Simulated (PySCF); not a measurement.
# Steps of a relaxation of [PbSF]+

[PbSF]+ (singlet). PySCF 2.14.0, RKS PBE0, Pb def2-SVP with ECP60, S def2-SVP, F def2-SVP; non-relativistic Hamiltonian with scalar-relativistic core potentials where named; density fitting; no spin-orbit coupling. Origin of the start: template. Columns: position (Å) and force (eV/Å). Energies are counted from the last step; some of the 10 steps are shown. Forces carry noise of the integration grid, about 0.01 to 0.03 eV/Å.

Run from Python with OMP_NUM_THREADS=2. Where DIIS fails, smearing, a level shift and second-order steps follow.
It took 9.5 s on 2 threads of Arm Neoverse V1, on a shared host, from the converged density of the start.

```xyz
3
step 0  E = 0.909 eV
Pb   -0.1169    0.0000   -0.1637     0.40    0.00   -1.95
S     1.8377    0.0000    0.7110     3.67    0.00    0.93
F    -1.8125    0.0000    0.5951    -4.08    0.00    1.02
```

```xyz
3
step 3  E = 0.144 eV
Pb   -0.1382    0.0000    0.0539     0.32    0.00    0.66
S     2.1344    0.0000    0.6226    -0.71    0.00   -0.36
F    -2.0881    0.0000    0.4660     0.39    0.00   -0.30
```

```xyz
3
step 6  E = 0.002 eV
Pb   -0.1260    0.0000    0.3393    -0.09    0.00    0.05
S     2.1286    0.0000    0.4900     0.05    0.00   -0.02
F    -2.0943    0.0000    0.3132     0.04    0.00   -0.03
```

Problem. Where does the relaxation end?

Solution. It converges at step 9 in C∞v:
```xyz
3
step 9  E = 0
Pb   -0.1289    0.0000    0.3765
S     2.1315    0.0000    0.4727
F    -2.0945    0.0000    0.2933
```

Problem. How did the contacts change?

Solution. 
```
   contact  start (Å)  end (Å)
Pb1–S2 (S)      2.141    2.262
Pb1–F3 (F)      1.858    1.967
```
